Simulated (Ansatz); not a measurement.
Frontier orbitals of C10H10Cl2Hf (`[Cl][Hf]12345678([Cl])([C@H]9[C@@H]1[C@@H]2[C@@H]3[C@H]94)[C@H]1[C@@H]5[C@@H]6[C@@H]7[C@H]18`).

Total charge 0; spin multiplicity 1. Correlated methods include outer-core shells of Hf, which these sets cover unevenly. Hf: def2 effective core potential. Geometry: relaxed with PBE0-D4/def2-TZVP. Basis def2-TZVPP, Ansatz 0.2.0.

Orbital energies of one run (eV). Highest occupied ones, from the top: -6.52, -6.82, -7.01, -7.73, -7.98, -8.36, -8.49, -8.55, -8.97, -9.02, -10.53, -10.53, -10.63, -10.65. Empty: -1.84, -1.00, -0.44, -0.05, 0.51, 0.69.

Question: Which functional gave them?
A. revPBE
B. r2SCANh
C. ωB97M-V
D. PBE

Answer: B. HOMO energies: r2SCANh -6.52, ωB97M-V -8.97, revPBE -5.86, PBE -5.93 eV.
